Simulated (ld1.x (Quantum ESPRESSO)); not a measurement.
# Which setting gave this result? (platinum (Pt), PAW)

Base potential:

ld1.x (Quantum ESPRESSO) 7.5 input, shortened:

```
&input
   title='Pt', zed=78., rel=2, dft='PBE', iswitch=3,
   config='[Xe] 4f14 5d7 6s0 6p0', rel_dist='average'
 /
 &inputp
   pseudotype=3, lpaw=.true., tm=.true., lloc=-1, rcloc=2.15,
   nlcc=.true., new_core_ps=.true.,
   which_augfun='BESSEL', rmatch_augfun=1.00
 /
6
6S  1  0   0.00   0.00  1.55  2.15  0.0
6S  1  0   0.00   1.45  1.55  2.15  0.0
5P  2  1   6.00   0.00  1.75  1.85  0.0
6P  3  1   0.00   0.00  1.75  1.85  0.0
5D  3  2   7.00   0.00  1.15  1.35  0.0
5D  3  2   0.00  -0.20  1.15  1.35  0.0
 &test
   configts(1)='5p6 5d7 6s0 6p0'
 /
```

Open shells are filled in proportion to 2j + 1 (rel_dist='average').

Cutoffs, loose and tight: the cutoffs (Ry, on a coarse ladder) from which the occupation-weighted sum of valence levels, in a spherical-Bessel basis at the reference potential, stays within 10 and 1 mRy of its value at 400 Ry. They do not see the model core or the augmentation charge, which bear on the density cutoff. Test errors are all-electron minus pseudo excitation energies from the reference, over the configurations 5p6 5d9 6s1 6p0; 5p6 5d9 6s0 6p0; 5p6 5d8 6s0 6p0; 5p5 5d9 6s1 6p0; 5p6 5d10 6s0 6p0; 5p6 5d8 6s1 6p1; 5p6 5d9 6s0 6p1; variants that change the core or the reference have their own tests. The largest error is taken over the tests solved by every variant that gives reliable tests at all, those not shown here included: 5p6 5d8 6s0 6p0; 5p6 5d9 6s0 6p0; 5p6 5d9 6s1 6p0.

Only the rcloc is moved (5 further runs of the sweep failed or gave no value and are left out):

```json
{"rcloc (bohr)": "1.44", "bound ghosts": "not determined", "largest test error (meV)": "-17", "median size of the test errors": "11.4 meV"}
{"rcloc (bohr)": "1.6", "bound ghosts": "not determined", "largest test error (meV)": "-16", "median size of the test errors": "12.6 meV"}
{"rcloc (bohr)": "1.98", "bound ghosts": "not determined", "largest test error (meV)": "-21", "median size of the test errors": "17.0 meV"}
{"rcloc (bohr)": "2.28", "bound ghosts": "not determined", "largest test error (meV)": "-22", "median size of the test errors": "19.3 meV"}
```

**Question.** One more run gave bound ghosts: not determined; largest test error (meV): -22; median size of the test errors: 18.9 meV. Which value of the rcloc was used?

**Answer.** 2.14 bohr. The median size of the test errors moves one way along this sweep, from 11.4 meV at 1.44 to 19.3 meV at 2.28 bohr, which places the run between 1.98 and 2.28 bohr.
